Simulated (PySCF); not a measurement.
## Nuclear quadrupole coupling in `COC[C@@H]1CCCO[SiH2]1`

C6H14O2Si.
Numbering: `[CH3:1][O:2][CH2:3][C@@H:4]1[CH2:5][CH2:6][CH2:7][O:8][SiH2:9]1` (hydrogens: H10, H11, H12 on C1; H13, H14 on C3; H15 on C4; H16, H17 on C5; H18, H19 on C6; H20, H21 on C7; H22, H23 on Si9)

Structure used (GFN2-xTB), in Å, numbered top down from 1:
```xyz
23
C6H14O2Si angstrom
C      3.6376    0.1007    0.0246
O      2.3272    0.4233    0.4054
C      1.4172   -0.6411    0.2498
C      0.0355   -0.1027    0.5811
C     -1.0674   -1.1128    0.2658
C     -2.4482   -0.5268    0.5580
C     -2.8201    0.5891   -0.4152
O     -1.9310    1.6728   -0.3666
Si    -0.3078    1.5133   -0.3708
H      4.0420   -0.7158    0.6369
H      4.2367    0.9964    0.1748
H      3.6846   -0.1982   -1.0304
H      1.6968   -1.4828    0.9059
H      1.4435   -1.0056   -0.7901
H      0.0143    0.1014    1.6556
H     -1.0138   -1.3996   -0.7887
H     -0.9255   -2.0217    0.8601
H     -2.4586   -0.1219    1.5720
H     -3.2091   -1.3070    0.4910
H     -3.8121    0.9841   -0.1706
H     -2.8498    0.1909   -1.4376
H      0.1875    1.3583   -1.7451
H      0.1158    2.7327    0.2901
```

Field gradients from the PBE0/pcSseg-1 density (PySCF, non-relativistic), principal values in atomic units, ordered |Vxx| ≤ |Vyy| ≤ |Vzz|:

| atom | Vxx | Vyy | Vzz |
| --- | --- | --- | --- |
| O2 | 0.0487 | 1.9545 | -2.0033 |
| O8 | -0.5333 | -1.1730 | 1.7063 |

Question: Find the asymmetry η = (Vxx − Vyy)/Vzz and the couplings χ = eQV/h (234.96 MHz × Q in barn × V in au), with Q(17O) = −0.0256 b.

Answer: 
```
atom         environment  nucleus     η  χzz (MHz)  χxx (MHz)  χyy (MHz)
  O2        ether oxygen      17O  0.95      12.05      -0.29     -11.76
  O8  silyl ether oxygen      17O  0.37     -10.26       3.21       7.06
```

At O2 η is above 0.9: Vyy and Vzz are nearly equal in size and opposite in sign, so a small change could swap them and flip the sign of χzz. The tensor is traceless: Vxx + Vyy + Vzz = 0.

Question: What is Vzz at O2 in SI units (1 au = 9.71736 × 10²¹ V/m²)?

Answer: -2.0033 au = -19.466 × 10²¹ V/m².

Question: And the gradient at the other heavy atoms, for which no coupling is worked out here?

Answer: 
```json
{"atom": "C1", "environment": "methoxy carbon", "Vzz (au)": "0.370", "η": "0.10"}
{"atom": "C3", "environment": "sp3 carbon bound to oxygen", "Vzz (au)": "0.354", "η": "0.08"}
{"atom": "C4", "environment": "sp3 carbon bound to silicon", "Vzz (au)": "-0.126", "η": "0.22"}
{"atom": "C5", "environment": "ring CH2 carbon", "Vzz (au)": "-0.047", "η": "0.56"}
{"atom": "C6", "environment": "ring CH2 carbon", "Vzz (au)": "-0.038", "η": "0.55"}
{"atom": "C7", "environment": "sp3 carbon bound to oxygen", "Vzz (au)": "0.383", "η": "0.19"}
{"atom": "Si9", "environment": "oxygen-bound silicon", "Vzz (au)": "0.489", "η": "0.45"}
```

Question: What couplings would deuterons (Q(2H) = 0.00286 b) have in place of the hydrogens, at this geometry?

Answer: 
```csv
atom,bonded to,bond length (Å),Vzz (au),η,χzz (kHz)
H10,C1,1.098,0.2888,0.08,194
H11,C1,1.088,0.3073,0.06,207
H12,C1,1.098,0.2888,0.08,194
H13,C3,1.103,0.2789,0.07,187
H14,C3,1.102,0.2779,0.07,187
H15,C4,1.094,0.3035,0.04,204
H16,C5,1.094,0.2992,0.01,201
H17,C5,1.095,0.2996,0.02,201
H18,C6,1.092,0.3026,0.02,203
H19,C6,1.092,0.3051,0.02,205
H20,C7,1.095,0.2914,0.05,196
H21,C7,1.098,0.2877,0.06,193
H22,Si9,1.469,0.1573,0.01,106
H23,Si9,1.450,0.1716,0.01,115
```

Isolated species at its GFN2-xTB geometry (one conformer only). GFN2-xTB bond lengths can be off by several hundredths of an ångström, more for odd bonds, and the gradients follow them. With so small a basis the couplings can be 20 % off.

The run behind these numbers computed NMR shieldings as well. Time: 85 s; peak memory 1.1 GiB. Hardware: one thread, Arm Neoverse N1 (aarch64), shared host with 64 logical CPUs at a one-minute load of 59.
